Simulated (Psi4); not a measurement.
# C2H6BCl (chlorodimethylborane): the HOMO–LUMO gap, rung by rung

The species is C2H6BCl (10 atoms), meant as a singlet with charge 0. As SMILES, `CB(C)Cl`. Geometry: optimised at PBE0/def2-TZVP.

Each level gives the HOMO–LUMO gap (eV). The values are calculated.

| level | kind | program | value (eV) | CPU time |
| --- | --- | --- | --- | --- |
| PBE-D4/def2-TZVPP (density fitting) | GGA | Psi4 | 5.21 | 93 s |
| r2SCAN-D4/def2-TZVPP (density fitting) | meta-GGA | Psi4 | 5.89 | 6.1 min |
| B3LYP-D4/def2-TZVPP (density fitting) | global hybrid | Psi4 | 7.16 | 79 s |
| PBE0-D4/def2-TZVPP (density fitting) | global hybrid | Psi4 | 7.60 | 84 s |
| wB97M-V/def2-TZVPP (density fitting) | range-separated hybrid | Psi4 | 11.98 | 6.4 min |

The values span 5.21 to 11.98 eV. Orbital gaps aren't excitation energies; they tend to grow with the share of exact exchange. CPU times are rough (shared hosts, several kinds of processor): they show what a rung costs within a factor of a few.
